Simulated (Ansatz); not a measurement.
A nudged elastic band was laid between two geometries of CH₄NSe (7 atoms, charge -1, multiplicity 1).

All numbers below come from Ansatz 0.2.0, RKS PBE0-D4/def2-SVP.

```yaml
movable_images: 7
climbing_image: yes
spring: 5.0 eV/Å²
optimiser: quadratic models (default)
start_path: through a guess of the saddle point
force_threshold: 0.03 eV/Å
iteration_limit: 60
end_points: relaxed
```

Image 0:

```xyz
7
Properties=species:S:1:pos:R:3
N -0.710 0.317 -0.657
C 0.492 0.175 0.176
Se 0.542 -1.416 1.327
H -1.485 0.234 0.009
H -0.785 -0.583 -1.141
H 0.580 1.091 0.789
H 1.367 0.180 -0.502
```

Image 8:

```xyz
7
Properties=species:S:1:pos:R:3
N -0.253 0.140 -0.566
C 0.548 0.478 0.687
Se 1.160 -1.340 1.143
H -0.694 0.953 -1.025
H -0.944 -0.666 -0.462
H -0.266 0.711 1.414
H 0.449 -0.276 -1.190
```

(1) Which bonds break or form, and what moves?

(2) What energy profile does the band end with?

(3) What is the geometry of the highest image?

Results:

(1) Bonds broken: C2–H7. Bonds formed: N1–H7.

(2) The forces met the threshold. The highest image is number 7 of 0 to 8, 336.4 kJ/mol above the first end and 24.5 kJ/mol above the last; the last end lies 311.9 kJ/mol above the first. The profile has 2 maxima (images 2, 7) with wells between them (image 4): this band takes more than one step, which may be the mechanism or a detour left from its start path. Neighbouring images differ by up to 2.4 eV, so the band resolves the path poorly. A vibrational analysis at the climbing image gives one clearly imaginary mode, 340i cm⁻¹: a first-order saddle point. The orbitals stay closed-shell, which can raise the energy where a bond breaks towards radicals; this wasn't checked here. Limits of this set-up: an anion without diffuse functions, the dipole of an ion depends on the origin.

| image | path coordinate (Å) | energy (kJ/mol) | C2–H7 (Å) | N1–H7 (Å) |
| --- | --- | --- | --- | --- |
| 0 | 0.00 | 0.0 | 1.11 | 2.09 |
| 1 | 0.91 | 38.4 | 1.08 | 1.99 |
| 2 | 1.81 | 267.9 | 1.11 | 1.75 |
| 3 | 2.72 | 243.4 | 1.88 | 1.06 |
| 4 | 3.62 | 240.2 | 2.05 | 1.05 |
| 5 | 4.53 | 250.7 | 2.16 | 1.03 |
| 6 | 5.43 | 295.2 | 2.55 | 1.02 |
| 7 | 6.34 | 336.4 | 2.29 | 1.02 |
| 8 | 6.87 | 311.9 | 2.03 | 1.03 |

(3) 
```xyz
7
Properties=species:S:1:pos:R:3
N -0.354 0.186 -0.706
C 0.782 0.466 0.913
Se 1.090 -1.412 1.236
H -0.882 0.881 -1.247
H -0.921 -0.633 -0.461
H -0.139 0.688 1.519
H 0.423 -0.176 -1.254
```

The run took 10 min on 1 thread of Intel(R) Xeon(R) 6975P-C (Granite Rapids), with other jobs on the host, peak memory 0.18 GiB.
